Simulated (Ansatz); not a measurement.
`[CH2]1[AlH][Se]1`. The species carries charge 0 and has multiplicity 1.

```xyz
6

C     0.648   -0.016    0.490
Al   -0.963   -0.268   -0.515
Se    0.342    1.521   -0.860
H     0.655    0.378    1.503
H     1.574   -0.534    0.256
H    -2.256   -1.081   -0.874
```

(1) List the harmonic frequencies (cm⁻¹, unscaled) at PBE0-D4/def2-TZVP in Ansatz. (An estimate is asked.)

(2) Is this a minimum?

(3) Give the ideal-gas thermochemistry at 298.15 K and 1 bar (rigid rotor, harmonic oscillator; point group Cs, symmetry number 1).

Answers

(1) The calculation gave: 415, 426, 438, 505, 647, 720, 903, 965, 1404, 1991, 3121, 3199.

(2) Yes, all 12 modes are real.

(3) Zero-point energy 88.1 kJ/mol; H(298) − E = 101.8 kJ/mol; entropy 290.7 J/(mol·K), of which translation 168.7, rotation 104.5, vibration 17.5; G(298) − E = 15.1 kJ/mol.
